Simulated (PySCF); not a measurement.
Species: C5H3P3.
SMILES with atom numbers: `[CH:1]#[C:2][c:3]1[p:4][cH:5][p:6][cH:7][p:8]1`

Structure used (GFN2-xTB), in Å, numbered top down from 1:
```
atom  x, y, z in Å
C1     3.161   -0.258    1.022
C2     2.021   -0.158    0.649
C3     0.681   -0.050    0.216
P4    -0.026   -1.589   -0.241
C5    -1.643   -1.228   -0.730
P6    -2.604    0.208   -0.845
C7    -1.566    1.486   -0.312
P8     0.065    1.593    0.247
H9     4.155   -0.342    1.343
H10   -2.185   -2.119   -1.040
H11   -2.054    2.459   -0.334
```

Probes without a nucleus sit at each ring's centroid and 1 Å off its mean plane on both sides; NICS is minus the shielding there, NICSzz its component along the normal. Level: GIAO PBE0/pcSseg-1 (PySCF, non-relativistic, gas phase) on the GFN2-xTB geometry, one conformer.

Ring bond lengths (Å), with Mayer bond orders in brackets: C3–P4 1.754 (1.24), P4–C5 1.727 (1.33), C5–P6 1.731 (1.30), P6–C7 1.731 (1.30), C7–P8 1.727 (1.33), P8–C3 1.754 (1.24).

Problem. Give the NICS values of each ring in ppm.

Solution. 
| ring | type | NICS(0) | NICS(1), two faces | NICS(1)zz, two faces | rms pucker (Å) | centre to ring atoms, mean (Å) |
| --- | --- | --- | --- | --- | --- | --- |
| C3–P4–C5–P6–C7–P8 | 6-membered ring with 3 P; formal bonds all aromatic | -5.6 | -9.1 / -9.1 | -21.6 / -21.6 | 0.00 | 1.72 |

Problem. What do they say, and how far can they be read as aromaticity?

Solution. 
- C3–P4–C5–P6–C7–P8: mean NICS(1)zz -21.6 ppm, shielded.

Problem. And the bond-length index? Use HOMA with the parameters of Krygowski (1993).

Solution. 
- C3–P4–C5–P6–C7–P8: HOMA 0.80; the largest term is that of C3–P4, α(R − Ropt)² = 0.38.

Problem. What is the mean of the two in-plane components of NICS at the second NICS(1) probe listed for ring C3–P4–C5–P6–C7–P8, 1 Å off the ring?

Solution. The isotropic value is a third of the trace: (3 × -9.1 − (-21.6))/2 = -2.8 ppm.

Problem. Give the inner angles of the rings and the Hirshfeld charges of the ring atoms.

Solution. 
- C3–P4–C5–P6–C7–P8: C3 133.2° (-0.110 e), P4 105.5° (+0.147 e), C5 135.4° (-0.171 e), P6 105.0° (+0.132 e), C7 135.3° (-0.171 e), P8 105.5° (+0.147 e); sum 720.0° against 720° for a flat convex ring.

Problem. How shielded are the nuclei of the rings and their hydrogens (means over atoms taken as equivalent)?

Solution. 
```csv
atoms,environment,σ isotropic (ppm)
C3,substituted aromatic carbon,0.6
P4 (×2),phosphorus bonded to 2 C,20.5
C5 (×2),aromatic CH carbon,-1.3
P6,phosphorus bonded to 2 C,65.2
H10 (×2),aromatic hydrogen,20.65
```
